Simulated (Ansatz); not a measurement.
Ta₄Si₃, relaxed as a quintet with UKS PBE-D4/def2-SVP in Ansatz, starting from the PBE-D4/def2-SVP geometry of the neutral singlet. Force threshold 0.02 eV/Å.

In the def2 sets Ta takes a core potential; there is no spin–orbit coupling. The relaxation made no stability test and no search for a lower SCF solution. At PBE-D4/def2-SVP a singlet of charge 0 lies 0.70 eV below the quintet, each at its own geometry. The structure comes from a short search, and lower isomers may exist.

Start:

```csv
atom,x (Å),y (Å),z (Å)
Ta1,0.1972,1.1853,-1.4235
Ta2,1.3135,1.1363,0.9026
Ta3,-1.4365,-0.8789,-0.0021
Ta4,-1.2340,1.4997,0.6857
Si5,-0.1231,-0.5955,2.0856
Si6,1.3759,-1.0650,-0.1923
Si7,-0.0930,-1.2820,-2.0559
```

Task: Estimate the energy that the relaxation releases and the steps that it takes.

Result: 90.8 kJ/mol, in 13 steps; 2 min on 4 threads of Arm Neoverse V2 on a shared host. No frequencies were taken in this run, so the end may be a saddle point.

Task: Does the start keep its bonding?

Result: By distances, no bond broke or formed. The bond that changes most is Ta2–Ta3, from 3.53 to 3.05 Å (atoms count from 1).

Task: Predict the relaxed structure.

Result: 
```xyz
7

Ta    0.099    0.999   -1.383
Ta    1.249    0.893    0.974
Ta   -1.049   -0.849   -0.006
Ta   -1.275    1.608    0.931
Si   -0.462   -0.206    2.457
Si    1.502   -1.042   -0.580
Si   -0.064   -1.404   -2.393
```
Bond lengths (bridged metal pairs left out): 8 × Si–Ta 2.49 to 2.64 Å; 6 × Ta–Ta 2.58 to 3.05 Å; 1 × Si–Si 2.42 Å.
